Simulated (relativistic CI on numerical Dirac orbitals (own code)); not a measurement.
A reference radial Dirac CI calculation of S XV gave the lowest total energy -246.83498 Ha in 14 SCF steps, from this input:

```
atom S  Z=16  charge=14  electrons=2
nucleus A=32  rms_radius_fm=3.2611
hamiltonian dirac-coulomb  breit=on  qed=on  c_scale=1
orbitals kli  potential=per-configuration
slater_scale 1
correlation none
mixing on
grid step=0.0125 r_max=6.9
scf mixing=0.4 start=green max_iterations=150 tolerance=2e-08 node_fill=0.05
configurations
  1s2
  1s 2s
end
```

One setting was then changed (and the iteration limit cut to 66), and the output read:

```
error: configuration 1s2 has 2 electrons, the ion has 3
end: refused
```

Which setting was changed?
A. speed of light
B. charge
C. Slater scale
D. node fill of the KLI weights

B. The charge 13. This setting is bad on purpose; its numbers may not be properties of the ion.
